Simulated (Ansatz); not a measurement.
`[SH][Al]1[NH][SiH2][SiH2]1`, charge 0, multiplicity 1.

Q: Give a relaxed structure at PBE0-D4/def2-TZVP (Ansatz 0.2.0). (Estimate.)

A: Ansatz gave: 
```xyz
11

S    -0.7216   -2.9828   -1.5229
Al   -0.2851   -1.0863   -0.5311
N     1.0481    0.0163   -0.9841
Si    0.9421    1.3687    0.1153
Si   -0.9272    0.4554    1.2225
H    -1.7673   -3.2258   -0.7139
H     1.7571   -0.0398   -1.7002
H     2.1638    1.5362    0.9547
H     0.7020    2.6675   -0.5780
H    -0.7161    0.0701    2.6432
H    -2.1959    1.2205    1.0944
```
Point group Cs.
This is one stationary point; other conformers may exist.
